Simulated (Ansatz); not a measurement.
Geometry optimisation, RKS PBE/def2-SVP in Ansatz 0.2.0.

Input file:

```yaml
crystal:
  periodic: [false, false, false]
  atoms:
    - { symbol: Ge, position_ang: [0.0, 0.0, 0.0] }
    - { symbol: Ge, position_ang: [0.0, 0.0, 2.75] }
    - { symbol: H, position_ang: [-1.3958, -0.4318, 3.2674] }
    - { symbol: H, position_ang: [1.0719, -0.9929, 3.2674] }
    - { symbol: H, position_ang: [0.324, 1.4247, 3.2674] }
    - { symbol: H, position_ang: [1.4616, 0.0, -0.5162] }
    - { symbol: H, position_ang: [-0.73, 1.2648, -0.5162] }
    - { symbol: H, position_ang: [-0.73, -1.2648, -0.5162] }
    - { symbol: O, position_ang: [-1.9644, 0.0, 0.6527] }
    - { symbol: Al, position_ang: [-3.2781, -0.9643, -0.0632] }
    - { symbol: H, position_ang: [-3.009, -2.4314, -0.5204] }
    - { symbol: H, position_ang: [-4.6987, -0.3425, -0.2335] }
    - { symbol: H, position_ang: [-1.4713, 0.0, 1.8309] }
basis:
  gaussian: { orbitals: def2-SVP }
hamiltonian:
  xc: pbe
relax:
  f_tol: 0.15
  max_steps: 25
  restrain:
    - { distance: [0, 8], at: 1.77, k: 30.0 }
    - { distance: [12, 1], at: 1.55, k: 30.0 }
    - { distance: [0, 1], at: 3.6, k: 30.0 }
    - { distance: [12, 8], at: 2.21, k: 30.0 }
```

Command:

```bash
$ ansatz run input.yaml --threads 4 --pin off --max-ram 5120MiB --backend cpu --events-out ev --progress --plain --runs-dir out
```

Problem. Where does it end, and by what steps?

Solution. It converged. The restraints hold the end off the free minimum; the threshold counts their pulls, which the force column leaves out. Restrained pairs: Ge1–O9 (2.07 → 1.78 Å), Ge2–H13 (1.73 → 1.55 Å), Ge1–Ge2 (2.75 → 3.61 Å), O9–H13 (1.28 → 2.22 Å). After 19 steps the energy has fallen by 3.136 eV (the restraints' own energy left out); H6 moved furthest, 1.92 Å.

| step | energy less start (eV) | largest force component (eV/Å) | accepted |
| --- | --- | --- | --- |
| 0 | 0.0000 | 3.949 | yes |
| 1 | 1.3186 | 2.640 | yes |
| 2 | 1.9081 | 2.083 | yes |
| 3 | 0.7933 | 2.121 | yes |
| 4 | -0.3468 | 1.437 | yes |
| 5 | -1.3392 | 1.166 | yes |
| 6 | -1.9545 | 1.201 | yes |
| 7 | -2.3205 | 1.227 | yes |
| 8 | -2.6227 | 1.092 | yes |
| 9 | -2.8254 | 1.023 | yes |
| 10 | -2.9463 | 0.825 | yes |
| 11 | -3.0366 | 0.652 | yes |
| 12 | -3.0590 | 0.574 | yes |
| 13 | -3.0857 | 0.473 | yes |
| 14 | -3.1000 | 0.471 | yes |
| 15 | -3.1052 | 0.476 | yes |
| 16 | -3.1260 | 0.397 | yes |
| 17 | -3.1330 | 0.453 | yes |
| 18 | -3.1351 | 0.463 | yes |
| 19 | -3.1358 | 0.433 | yes |

```xyz
13
Properties=species:S:1:pos:R:3
Ge -0.276 0.167 -0.477
Ge -0.234 -0.217 3.111
H -0.804 -0.854 4.406
H 0.955 -1.080 2.618
H 0.273 1.212 3.427
H 0.353 1.240 0.452
H -0.157 0.620 -1.961
H 0.415 -1.212 -0.280
O -2.009 0.045 -0.089
Al -3.448 -0.899 -0.171
H -3.355 -2.431 -0.619
H -4.803 -0.167 0.239
H -1.329 -0.161 2.014
```

The run took 33 s on 4 threads of Arm Neoverse V2, with other jobs on the host, peak memory 0.22 GiB.
